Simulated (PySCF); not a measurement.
Spectrum to structure. Level of theory: TDDFT CAM-B3LYP/def2-SVPD, vertical, gas phase, core orbitals frozen in the response in PySCF 2.14.0, density-fitted response routines. Geometries: PBE0-D3(BJ)/def2-SVP, one conformer each.

| state | E (eV) | f | main configurations (H = HOMO, L = LUMO) |
| --- | --- | --- | --- |
| S1 | 5.83 | 0.194 | H-1/H→L (≥92%) |
| S2 | 5.83 | 0.194 | H-1/H→L (≥92%) |
| S3 | 6.01 | 0.0018 | H-1/H→L+2 (≥40%), H-1/H→L+3 (≥24%) |
| S4 | 6.06 | 0.0001 | H-1/H→L+1 (≥33%), H-1/H→L+2 (≥23%), H-1/H→L+3 (≥23%) |
| S5 | 6.06 | 0.0001 | H-1/H→L+1 (≥33%), H-1/H→L+3 (≥24%), H-1/H→L+2 (≥23%) |
| S6 | 6.53 | 0.0000 | H-1/H→L+1 (≥50%), H-1/H→L+2 (≥10%) |
| S7 | 6.53 | 0.0000 | H-1/H→L+1 (≥50%), H-1/H→L+2 (≥10%) |
| S8 | 6.56 | 0.033 | H-1/H→L+2 (≥43%), H-1/H→L+3 (≥25%) |
| S9 | 6.96 | 0.0000 | H-3/H-2→L (≥92%) |
| S10 | 6.96 | 0.0000 | H-3/H-2→L (≥92%) |

Triplets computed (Tamm–Dancoff): 4.90, 4.90, 5.63 eV.

Question: Which structure fits?
A. `CB(C)C1=CC=CO1`
B. `ClB1C=CC=CC=C1`
C. `CSB(SC)SC`

Answer: C. Its S1, at 5.83 eV, is the highest among the candidates; the nearest of the others has S1 at 5.16 eV. Löwdin shares by element: HOMO (one of a set within 0.03 eV) sulfur 72% or more, boron 9%, carbon 6% or more; LUMO sulfur 55%, boron 37%. At the same level the other candidates give, for their lowest levels:
- `ClB1C=CC=CC=C1`: 4.45 eV (f 0.107); 4.65 eV (f 0.109); 5.36 eV (f 0.001); 5.61 eV (f 0.000); 6.16 eV (f 0.730); T1 2.65 eV; HOMO -8.31, LUMO -1.27 eV
- `CB(C)c1ccco1`: 5.16 eV (f 0.384); 6.14 eV (f 0.001); 6.26 eV (f 0.024); 6.43 eV (f 0.002); 6.54 eV (f 0.000); HOMO -8.12, LUMO -0.22 eV

Orbitals of the list HOMO-3 to LUMO+2 that lie within 0.01 eV of each other are written together with a slash and their weights summed (≥ marks a lower bound); for degenerate orbitals outside that list single weights are arbitrary.
